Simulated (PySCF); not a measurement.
Telling isomers of C₅H₆FN₃ apart by NMR

How the numbers were obtained: geometry from GFN2-xTB, shielding tensors at PBE0/pcSseg-1 (GIAO), in PySCF (fast rotation and ring inversion assumed for equivalent nuclei, single conformer, non-relativistic Hamiltonian, no solvent model).

Chemical shifts δ = σref − σ; TMS for 1H and 13C, all at this level. Splittings of carbon signals by F and P are missing where no couplings were computed. Where no couplings were computed, multiplicities follow the n + 1 count of equivalent neighbours, and m marks all less simple cases (inequivalent or close neighbours, rings, F or P nearby). Shifts are as computed. Against solution values, carbons near 30 ppm lie about +3 ppm off and those near 130 ppm about +5 ppm. Of 1211 compounds with measured shifts, 218 miss one by over three times the rms of a fit or turn the order of signals round; such compounds aren't used in these exercises.

(1) Tabulate the signals of `Fc1cn(C2CC2)nn1`, `Fc1nncn1C1CC1`, `C=Cn1nc(C)c(F)n1` and their relative energies.

(2) What is the quickest way to tell Fc1cn(C2CC2)nn1 from Fc1nncn1C1CC1?

(3) What is the quickest way to tell Fc1nncn1C1CC1 from C=Cn1nc(C)c(F)n1?

(4) What is the quickest way to tell Fc1cn(C2CC2)nn1 from C=Cn1nc(C)c(F)n1?

Answers

(1) 
```json
{"SMILES": "Fc1cn(C2CC2)nn1", "carbon types": "1×C 2×CH 2×CH2", "δC": "171.0, 113.7, 33.1, 12.1", "δH": "7.26 (m, 1H), 3.40 (m, 1H), 1.76 (m, 2H), 1.11 (m, 2H)", "E rel. (kcal/mol)": "15.2"}
{"SMILES": "Fc1nncn1C1CC1", "carbon types": "1×C 2×CH 2×CH2", "δC": "167.3, 136.6, 26.9, 11.4", "δH": "7.23 (m, 1H), 3.34 (m, 1H), 1.17 (m, 2H), 0.94 (m, 2H)", "E rel. (kcal/mol)": "6.7"}
{"SMILES": "C=Cn1nc(C)c(F)n1", "carbon types": "2×C 1×CH 1×CH2 1×CH3", "δC": "171.4, 139.6, 134.2, 108.6, 9.8", "δH": "7.21 (m, 1H), 6.28 (m, 1H), 5.23 (m, 1H), 2.46 (s, 3H)", "E rel. (kcal/mol)": "0.0"}
```

Energies are electronic energies at PBE0/pcSseg-1 on these geometries, without zero-point or thermal terms, each for the one conformer computed, which needn't be the lowest.

(2) Both give the same number of carbon signals, with the same numbers of each carbon type, so the positions decide. The first has an aromatic CH next to a ring nitrogen at 113.7 ppm, the second an aromatic CH between two ring heteroatoms at 136.6 ppm. Their most deshielded carbons lie at 171.0 and 167.3 ppm.

(3) Count the carbon signals: 4 against 5. The first has a three-membered-ring carbon (CH) at 26.9 ppm, the second a terminal =CH2 carbon at 108.6 ppm. Their most deshielded carbons lie at 167.3 and 171.4 ppm.

(4) Count the carbon signals: 4 against 5. The first has a three-membered-ring carbon (CH) at 33.1 ppm, the second a terminal =CH2 carbon at 108.6 ppm. Their most deshielded carbons lie at 171.0 and 171.4 ppm.
